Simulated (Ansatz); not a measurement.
Ansatz (a quantum-chemistry and plane-wave program) input (B3LYP/6-311+G**): The .json file is the Basis Set Exchange's 6-311+G**.

Ansatz 0.2 input:
```yaml
crystal:
  periodic: [false, false, false]
  atoms:
    - {symbol: C, position_ang: [2.37670200, -0.18829300, 0.16092700]}
    - {symbol: C, position_ang: [1.05012300, -0.33861500, 0.17864000]}
    - {symbol: C, position_ang: [0.11737300, 0.67394500, -0.27970900]}
    - {symbol: C, position_ang: [-1.21880800, 0.58815600, -0.28949500]}
    - {symbol: C, position_ang: [-2.06072500, -0.56036000, 0.16512400]}
    - {symbol: H, position_ang: [3.04138900, -0.96627300, 0.51130400]}
    - {symbol: H, position_ang: [2.83644400, 0.72204200, -0.20654400]}
    - {symbol: H, position_ang: [0.63861600, -1.26826400, 0.55589900]}
    - {symbol: H, position_ang: [0.56936000, 1.58966100, -0.64971200]}
    - {symbol: H, position_ang: [-1.76985100, 1.44349400, -0.66853700]}
    - {symbol: H, position_ang: [-2.74261500, -0.24588200, 0.96087000]}
    - {symbol: H, position_ang: [-2.68713200, -0.92581300, -0.65410800]}
    - {symbol: H, position_ang: [-1.47420400, -1.39796000, 0.53791700]}
basis:
  gaussian:
    orbitals: 6-311+G__.json
hamiltonian:
  xc: {name: B3LYP}
output: {forces: true}
```

Output:

```
Functional definition: B3LYP
integrals: 0.08 GiB planned
1252 factors; their error is unknown
mean field: 0.69 GiB planned
mean field evaluation 1: about -5302.8926 eV, gradient 7.3e1 eV
mean field evaluation 2: about -5295.7236 eV, gradient 8.8e1 eV
mean field evaluation 4: about -5316.0832 eV, gradient 8.9e0 eV
mean field evaluation 8: about -5316.2701 eV, gradient 1.7e-1 eV
mean field evaluation 16: about -5316.2412 eV, gradient 9.5e-5 eV
mean field -5316.24120161 eV, -195.3682606816 hartree, gradient 6.1e-6 eV, S^2 0.000000; 0 other end points of the search recorded, 0 dependent functions left out
the calculation of the forces begins
reference -5316.24154711 eV, -195.3682733785 hartree; 19, 19 occupied and 139, 139 virtual orbitals, 1252 factors
Total energy: -5316.24154711 eV, -195.3682733785 hartree
Atom 0 at     2.376702    -0.188293     0.160927 Å, force     0.193833     0.013614     0.000927 eV/Å
Atom 1 at     1.050123    -0.338615     0.178640 Å, force    -0.106218    -0.071464     0.026438 eV/Å
Atom 2 at     0.117373     0.673945    -0.279709 Å, force     0.124865     0.077767    -0.028451 eV/Å
Atom 3 at    -1.218808     0.588156    -0.289495 Å, force    -0.151911     0.036192    -0.020457 eV/Å
Atom 4 at    -2.060725    -0.560360     0.165124 Å, force    -0.052633    -0.036528     0.013571 eV/Å
Atom 5 at     3.041389    -0.966273     0.511304 Å, force     0.046618    -0.041952     0.019264 eV/Å
Atom 6 at     2.836444     0.722042    -0.206544 Å, force     0.038698     0.046085    -0.018073 eV/Å
Atom 7 at     0.638616    -1.268264     0.555899 Å, force    -0.012960    -0.057680     0.023839 eV/Å
Atom 8 at     0.569360     1.589661    -0.649712 Å, force     0.023272     0.056576    -0.023020 eV/Å
Atom 9 at    -1.769851     1.443494    -0.668537 Å, force    -0.036123     0.053807    -0.023895 eV/Å
Atom 10 at    -2.742615    -0.245882     0.960870 Å, force    -0.042224     0.009536     0.046712 eV/Å
Atom 11 at    -2.687132    -0.925813    -0.654108 Å, force    -0.039182    -0.027747    -0.041841 eV/Å
Atom 12 at    -1.474204    -1.397960     0.537917 Å, force     0.013964    -0.058207     0.024986 eV/Å
Dipole moment:    -0.123257    -0.031192     0.008898 e Å
```

The geometry given is a B3LYP-D3(BJ)/def2-TZVP minimum.
